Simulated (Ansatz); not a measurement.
Ansatz results at the PBE0-D4/def2-TZVP geometry: HOMO energy (ωB97M-V/def2-TZVPP) -9.42 eV; HOMO–LUMO gap (PBE0/def2-TZVPP) 5.54 eV; LUMO energy (B3LYP/def2-TZVPP) -1.95 eV.

Each molecule was computed in one conformer, which needn't be the lowest.

Problem. Which molecule gave them?
A. `F[Si]Br`
B. `CC[Si]Br`
C. `CC(C)O[Si]O`
D. `CC(C)O[Si]Cl`

Solution. D. The others give `CC[Si]Br`: -8.63, 4.09, -2.64; `F[Si]Br`: -9.88, 5.17, -2.83; `CC(C)O[Si]O`: -9.13, 5.93, -1.21.

B3LYP here is the variant with VWN-RPA as its local correlation; programs differ in this.
